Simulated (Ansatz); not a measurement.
A nudged elastic band was laid between two geometries of ClGaH4O (7 atoms, charge 0, multiplicity 1).

Computed with Ansatz 0.2.0, RKS BLYP/def2-TZVP.

```json
{
 "movable images": "5",
 "climbing image": "yes",
 "spring": "5.0 eV/Å²",
 "optimiser": "quadratic models (default)",
 "start path": "through a guess of the saddle point",
 "force threshold": "0.05 eV/Å",
 "iteration limit": "60",
 "end points": "relaxed"
}
```

Image 0:

```xyz
7
Properties=species:S:1:pos:R:3
Ga -0.931 -0.352 0.069
Cl 0.432 -2.068 0.575
H -1.629 -0.507 -1.324
H -1.380 0.478 1.327
H 1.542 0.116 -0.361
O 0.880 0.831 -0.482
H 1.086 1.502 0.196
```

Image 6:

```xyz
7
Properties=species:S:1:pos:R:3
Ga -1.373 0.486 0.001
Cl 2.443 -1.961 -0.479
H -1.995 -0.751 -0.715
H -1.990 1.807 0.579
H 1.587 -0.987 -0.203
O 0.449 0.329 0.186
H 0.880 1.079 0.630
```

Problem. What changes between the two ends?

Solution. Bonds broken: Ga1–Cl2, H5–O6. Bonds formed: Cl2–H5. ClGaH4O becomes ClH + GaH3O.

Problem. Give the energies along the band, and the barrier.

Solution. It converged. The highest image is number 3 of 0 to 6, 86.4 kJ/mol above the first end and 6.3 kJ/mol above the last; the last end lies 80.1 kJ/mol above the first. A vibrational analysis at the climbing image gives one clearly imaginary mode, 46i cm⁻¹: a first-order saddle point. The orbitals stay closed-shell, which can raise the energy where a bond breaks towards radicals; this wasn't checked here.

```
image  path coordinate (Å)  energy (kJ/mol)  Ga1–Cl2 (Å)  H5–O6 (Å)  Cl2–H5 (Å)
    0                 0.00              0.0         2.25       0.98        2.62
    1                 0.49             11.3         2.36       1.01        2.04
    2                 0.98             68.4         2.72       1.20        1.64
    3                 1.47             86.4         3.07       1.69        1.36
    4                 2.37             83.8         3.80       1.78        1.33
    5                 3.27             80.9         4.29       1.78        1.33
    6                 4.16             80.1         4.56       1.78        1.33
```

Problem. What is the geometry of the highest image?

Solution. 
```xyz
7
Properties=species:S:1:pos:R:3
Ga -1.008 0.177 -0.048
Cl 1.199 -1.923 0.351
H -1.659 -0.546 -1.267
H -1.549 0.582 1.367
H 1.318 -0.654 -0.111
O 0.681 0.870 -0.478
H 1.018 1.496 0.187
```

Problem. What are the harmonic wavenumbers there?

Solution. 46i, 157, 231, 418, 464, 558, 609, 666, 709, 779, 853, 1930, 1980, 2067, 3679 cm⁻¹.

The band took 13 iterations and roughly 7 core-minutes.

The run took 120 s on 4 threads of Arm Neoverse N1 (shared host), peak memory 0.26 GiB.
